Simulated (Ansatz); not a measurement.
Compare A (`[SiH3][SiH]1CC1`) with its isomer B (`C=C([SiH3])[SiH3]`).

Calculated with Ansatz (gas phase, PBE0-D4/def2-TZVP geometries, no zero-point term in ΔE). CCSD(T)/CBS is the MP2 limit (def2-TZVPP, def2-QZVPP) plus CCSD(T) − MP2 in def2-TZVPP, frozen cores. Functionals use def2-TZVPP. B3LYP here is the variant with VWN-RPA as its local correlation; programs differ in this.

A:

Z-matrix (Å, degrees):
```
Si
Si 1 2.316
H 1 1.488 2 111.6
H 1 1.488 2 111.6 3 121.4
H 1 1.488 2 107.5 3 -119.3
C 2 1.862 1 118.6 3 147.1
C 2 1.862 1 118.6 3 91.4
H 2 1.482 1 119.0 3 -60.7
H 6 1.085 2 118.2 1 147.4
H 6 1.085 2 119.1 1 4.1
H 7 1.085 2 118.1 1 -147.4
H 7 1.085 2 119.1 1 -4.1
```

B:

```xyz
12

C    -0.055   -1.225   -1.096
C    -0.010   -0.229   -0.205
Si    0.662    1.433   -0.721
Si   -0.621   -0.525    1.533
H    -0.438   -2.213   -0.845
H     0.290   -1.104   -2.122
H     1.835    1.803    0.116
H    -0.370    2.490   -0.540
H     1.070    1.378   -2.151
H    -1.104   -1.927    1.654
H    -1.730    0.412    1.861
H     0.471   -0.290    2.516
```

Q: Which is lower in electronic energy at CCSD(T)/CBS, and by how much? (Best estimate.)

A: The calculation gave: B, by 28.2 kJ/mol.

Q: Give E(B) − E(A) in kJ/mol with r2SCAN-D4, PBE0-D4, ωB97M-V, B2PLYP, PBE-D4, CCSD/def2-TZVPP, B3LYP-D4. (Estimate.)

A: Ansatz gave: r2SCAN-D4 -8.5, PBE0-D4 -1.2, ωB97M-V -24.3, B2PLYP -30.7, PBE-D4 0.2, CCSD/def2-TZVPP -31.4, B3LYP-D4 -33.4. None reverses the order clearly.

Largest T1 diagnostic: 0.012.

The D4 term adds −3.7 kJ/mol with B3LYP and −1.9 kJ/mol with PBE0; it sums over pairs of atoms, weighted by their polarisabilities, and B3LYP, whose exchange is more repulsive, gets the larger term. In def2-TZVPP, CCSD(T) changes the Hartree–Fock value by +34.8 kJ/mol (the triples alone add +2.3 kJ/mol) and MP2 by +39.5 kJ/mol.
